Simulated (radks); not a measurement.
Q: The tungsten ion W72+, 2 electrons, occupied as 1s1.75 2s0.25 (fractional occupations, a model configuration). All-electron calculation, non-relativistic Kohn-Sham, LDA (Slater exchange, Perdew-Zunger correlation), spin-polarised, spherical densities, point nucleus; open shells are filled with parallel spins first (spin-orbit coupling, left out, can overturn this in heavy ions); relativity is left out, which matters for an element this heavy. Program: a radial shooting solver on a logarithmic mesh with Libxc functionals. Some entries of the table are withheld. Estimate them.

orbital  occ.  eigenvalue (hartree)  <1/r> (bohr^-1)
1s up       1             -2680.274              (1)
1s down  0.75             -2677.664              (2)
2s up    0.25             -660.8282            18.25
2s down     0             -658.4269            18.24
2p up       0             -657.0918            18.20
2p down     0             -654.9595            18.21
3s up       0             -291.7370            8.087
3s down     0             -290.9814            8.066

A: 
(1) 1s up <1/r> (bohr^-1): 73.71
(2) 1s down <1/r> (bohr^-1): 73.69
